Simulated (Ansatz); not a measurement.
C2H8OSi2 can be A, `O/C=C/[SiH2][SiH3]`, or B, `O[Si@H]1C[C@@H]1[SiH3]`.

Program: Ansatz. Geometries: PBE0-D4/def2-TZVP. ΔE: electronic, gas phase. CBS: MP2 limit from def2 TZ/QZ plus the TZ coupled-cluster correction, frozen cores. DFT in def2-TZVPP. B3LYP here is the variant with VWN-RPA as its local correlation; programs differ in this. Each species was taken in one conformer, which may not be the lowest.

**Question.** Which isomer does CCSD(T)/CBS put lower? Give the gap. (Best estimate.)

**Answer.** Computed: B, by 28.1 kcal/mol.

**Question.** Give E(B) − E(A) in kcal/mol with CCSD/def2-TZVPP, B2PLYP, PBE-D4, r2SCAN-D4, B3LYP-D4, MP2/def2-TZVPP, HF/def2-TZVPP. (An estimate is asked.)

**Answer.** The calculation gave: CCSD/def2-TZVPP -27.2, B2PLYP -25.8, PBE-D4 -22.4, r2SCAN-D4 -26.4, B3LYP-D4 -23.4, MP2/def2-TZVPP -32.2, HF/def2-TZVPP -23.1. None reverses the order clearly.

Largest T1 diagnostic: 0.013.

The D4 term adds −1.0 kcal/mol with B3LYP and −0.5 kcal/mol with PBE0; it sums over pairs of atoms, weighted by their polarisabilities, and B3LYP, whose exchange is more repulsive, gets the larger term. In def2-TZVPP, CCSD(T) changes the Hartree–Fock value by −3.7 kcal/mol (the triples alone add +0.4 kcal/mol) and MP2 by −9.1 kcal/mol.
